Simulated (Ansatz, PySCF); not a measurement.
Here is a job for PySCF.
```python
from pyscf import gto, scf, dft

mol = gto.Mole()
mol.atom = '''
    C    -1.874005   -0.074415    0.259266
    C    -0.479674   -0.523144   -0.153579
    N     0.484968    0.532568    0.091661
    C     1.838812    0.155772   -0.251606
    H    -2.129173    0.850176   -0.251081
    H    -2.606847   -0.834892    0.002449
    H    -1.917267    0.100445    1.332520
    H    -0.218663   -1.459618    0.374707
    H    -0.462663   -0.735245   -1.227576
    H     0.443269    0.803098    1.070759
    H     2.508141    0.981452   -0.016887
    H     1.885845   -0.036069   -1.324249
    H     2.191792   -0.746607    0.273242
'''
mol.basis = 'cc-pvdz'
mol.charge = 0
mol.spin = 0
mol.verbose = 4
mol.build()

mf = dft.RKS(mol)
mf.xc = 'b3lyp'
mf.grids.atom_grid = (99, 590)
mf.grids.prune = None
mf.kernel()
```

Q: Convert this to an input for Ansatz (an electronic-structure program).

A: This is not unique; one that fits is 
Ansatz 0.2 input:
```yaml
crystal:
  periodic: [false, false, false]
  atoms:
    - {symbol: C, position_ang: [-1.87400516, -0.07441474, 0.25926631]}
    - {symbol: C, position_ang: [-0.47967426, -0.52314354, -0.15357921]}
    - {symbol: N, position_ang: [0.48496756, 0.53256834, 0.09166092]}
    - {symbol: C, position_ang: [1.83881192, 0.15577176, -0.25160561]}
    - {symbol: H, position_ang: [-2.12917341, 0.85017624, -0.25108071]}
    - {symbol: H, position_ang: [-2.60684655, -0.83489174, 0.00244945]}
    - {symbol: H, position_ang: [-1.91726736, 0.10044473, 1.33251953]}
    - {symbol: H, position_ang: [-0.21866346, -1.45961765, 0.37470674]}
    - {symbol: H, position_ang: [-0.46266346, -0.73524512, -1.22757567]}
    - {symbol: H, position_ang: [0.44326878, 0.80309834, 1.07075897]}
    - {symbol: H, position_ang: [2.50814061, 0.98145236, -0.01688696]}
    - {symbol: H, position_ang: [1.88584461, -0.03606901, -1.32424885]}
    - {symbol: H, position_ang: [2.19179223, -0.74660748, 0.27324197]}
basis:
  gaussian:
    orbitals: cc-pVDZ
hamiltonian:
  xc: b3lyp
accuracy: high
```

Both were run: PySCF gave -174.482804 Eh and Ansatz -174.482804 Eh, 0.000 mEh apart.
